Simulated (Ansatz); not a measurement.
Gas-phase electronic energies from Ansatz, PBE0-D4/def2-TZVP geometries. CBS: MP2 limit from def2 TZ/QZ plus the TZ coupled-cluster correction, frozen cores. For Br, Ge outer-core shells are correlated without core-valence functions, which leaves a few kJ/mol of doubt a bond. Scalar relativity is left out up to krypton.

Reaction (cleavage of the Al–Ge bond): `[F][AlH][GeH3]` + HBr → `[F][AlH][Br]` + GeH₄

| species | CCSD(T)/CBS(def2) energy (Eh) |
| --- | --- |
| `[F][AlH][GeH3]` | -2420.38977 |
| HBr | -2573.91920 |
| `[F][AlH][Br]` | -2915.86674 |
| GeH₄ | -2078.49493 |

(1) Work out ΔE.

Largest T1 diagnostic among the species: 0.013.

## Answers

(1) ΔE = (-2915.86674) + (-2078.49493) − (-2420.38977) − (-2573.91920) = -0.05270 Eh = -1.43 eV.

From BLYP to BHLYP (50 % exact exchange), in def2-TZVPP and without D4, ΔE moves by −0.15 eV. In def2-TZVPP, CCSD(T) changes the Hartree–Fock value by +0.20 eV (the triples alone add +0.01 eV) and MP2 by +0.12 eV.
